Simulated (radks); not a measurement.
Effect of the nuclear size on neutral fluorine, [He] 2s2 2p5. Calculated with a radial shooting solver on a logarithmic mesh with Libxc functionals: Dirac Kohn-Sham, PBE, spin-unpolarised, spherical densities, finite nucleus; open shells fill j = l - 1/2 first; Fermi nuclear charge, rms radius 2.8976 fm. The rms radius is varied about that value; shifts are against it.

rms radius (fm),total energy shift (eV),density at nucleus (e/bohr^3),1s1/2 shift (meV)
2.3615,-0.000241,466,-0.097
2.7614,-0.0000657,465.5,-0.027
2.8976,0,465.4,0.000
3.1642,0.000138,465.2,0.056
3.2308,0.000174,465.1,0.070

Slopes of the eigenvalues against <r^2> in GHz/fm^2, as finite differences over the two radii next to the reference (eigenvalue slopes, not the field-shift constants of lines): 1s1/2 8.33.
